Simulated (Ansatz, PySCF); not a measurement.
Molecule: C₂HF₂ (charge 0, doublet). It need not be the lowest isomer of its formula. 
Structure (B3LYP-D3(BJ)/def2-TZVP (Ansatz, a first-principles code) minimum search):
```
C
C 1 1.3133
F 2 1.3072 1 128.64
F 1 1.3426 2 121.36 3 -180.00
H 1 1.0846 2 124.05 3 0.00
```
Charge 0, spin multiplicity 2.

Wanted: atomisation energy (electronic, to ground-state atoms), in kJ/mol. Cores are frozen in the correlated levels unless marked. Open shells are spin-unrestricted. No spin-orbit coupling. Non-relativistic. The coupled-cluster limit lacks core correlation, which all-electron functionals hold. CBS marks a two-point X^-3 extrapolation of the correlation energy; Hartree-Fock from the larger set. The bracket is a focal-point correction in the basis named.

The UHF reference is spin-contaminated (<S^2> 0.21 over the pure value in the largest basis). 

```
level                                                     program  atomisation energy (kJ/mol)
-------------------------------------------------  --------------  ---------------------------
PBE0/def2-TZVPD                                            Ansatz                            …
r2SCANh/def2-TZVPD                                         Ansatz                       1903.4
r2SCAN0-D4/def2-TZVPD                              Ansatz + dftd4                       1862.2
M06-2X/def2-TZVPD                                           PySCF                            …
MN15/def2-TZVPD                                             PySCF                            …
CAM-B3LYP/def2-TZVPD                                       Ansatz                       1915.6
RPA@PBE/cc-pVTZ                                            Ansatz                       1684.4
SCS-MP2/cc-pVDZ                                            Ansatz                       1703.4
RI-MP2/CBS(cc-pVTZ,cc-pVQZ)+[CCSD(T)-MP2]/cc-pVTZ          Ansatz                       1887.3
```

Task: Complete the blanks.

Result: 
- PBE0/def2-TZVPD, atomisation energy (kJ/mol): 1930.2
- M06-2X/def2-TZVPD, atomisation energy (kJ/mol): 1912.1
- MN15/def2-TZVPD, atomisation energy (kJ/mol): 1940.1
